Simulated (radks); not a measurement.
The numbers below are computed, except where a source is named.
Q: Species: the thulium ion Tm3+. Configuration: [Xe] 4f8.5 5d2 6p1.5 (fractional occupations, a model configuration). Level of theory: non-relativistic Kohn-Sham, TPSS, spin-unpolarised, spherical densities, point nucleus; meta-GGA in the generalised Kohn-Sham scheme; relativity is left out, which matters for an element this heavy (a radial shooting solver on a logarithmic mesh with Libxc functionals). Some entries of the table are withheld. Estimate them.

| orbital | occ. | eigenvalue (eV) | <r> (bohr) | r(max) (bohr) |
|---|---|---|---|---|
| 1s | 2 | -55193.91 | 0.02196 | 0.01457 |
| 2s | 2 | -8990.400 | 0.09313 | 0.07955 |
| 2p | 6 | -8586.931 | 0.07890 | 0.06187 |
| 3s | 2 | -2071.716 | 0.2382 | 0.2198 |
| 3p | 6 | -1888.671 | 0.2281 | 0.2077 |
| 3d | 10 | -1548.737 | 0.2013 | 0.1650 |
| 4s | 2 | -458.3945 | 0.5306 | 0.4965 |
| 4p | 6 | -383.8974 | 0.5398 | 0.4991 |
| 4d | 10 | -249.8537 | 0.5607 | 0.4987 |
| 5s | 2 | (1) | (2) | 1.119 |
| 4f | 8.5 | -79.6413 | 0.6343 | 0.4686 |
| 5p | 6 | -73.0592 | 1.327 | 1.194 |
| 5d | 2 | -38.0323 | (3) | 1.436 |
| 6p | 1.5 | -22.2484 | (4) | 2.957 |

A: 
(1) 5s eigenvalue (eV): -95.6364
(2) 5s <r> (bohr): 1.221
(3) 5d <r> (bohr): 1.684
(4) 6p <r> (bohr): 3.184
